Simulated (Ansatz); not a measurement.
`C[SiH2]/C=C/[SiH3]` → 3 C• + 10 H• + 2 Si•  (atomization)

Isolated molecules relaxed with PBE0-D4/def2-TZVP in Ansatz; ΔE leaves out vibrations. CCSD(T)/CBS adds triple-zeta CCSD(T) − MP2 to the extrapolated MP2 energy (def2 sets, frozen cores). This one scheme is used for every species, atoms too. DFT in def2-TZVPP. HSE06 is defined as in plane-wave codes. No spin–orbit coupling; open shells (•) take unrestricted orbitals. Spin–orbit coupling would lower the free atoms: a little for C, Si. One conformer a species, not always the lowest.

```
             level  ΔE (kJ/mol)  difference from CCSD(T)/CBS
         revPBE-D4       5330.3                        -61.9
         r2SCAN-D4       5395.6                          3.4
           PBE0-D4       5381.9                        -10.3
          HSE06-D4       5384.7                         -7.5
          BHLYP-D4       5309.4                        -82.8
           ωB97M-V       5401.9                          9.7
               PBE       5388.8                         -3.4
         CAM-B3LYP       5384.4                         -7.8
           LC-ωPBE       5348.1                        -44.1
      MP2/def2-SVP       5118.7                       -273.5
     CCSD/def2-SVP       5076.0                       -316.2
  CCSD(T)/def2-SVP       5121.0                       -271.2
     HF/def2-TZVPP       4119.6                      -1272.6
SCS-MP2/def2-TZVPP       5305.8                        -86.4
    MP2/def2-QZVPP       5358.2                        -34.0
      HF/CBS(def2)       4127.6                      -1264.6
       CCSD(T)/CBS       5392.2                            0
```

Largest T1 diagnostic among the species: 0.012.

From BLYP to BHLYP (50 % exact exchange), in def2-TZVPP and without D4, ΔE moves by −14.1 kJ/mol: exact exchange takes away binding that semilocal exchange gives to molecules. At CCSD(T), def2-SVP lies −271.3 kJ/mol from the extrapolated value and def2-TZVPP −121.5 kJ/mol: correlation converges slowly with the basis, and small sets miss more of it in the bonded molecule than in its fragments.

For atomizations the MP2-based limit and the directly extrapolated one differ by several kJ/mol either way, and by 10 to 25 for some Ge, Se and Sn compounds, so smaller differences from it don't rank the levels.
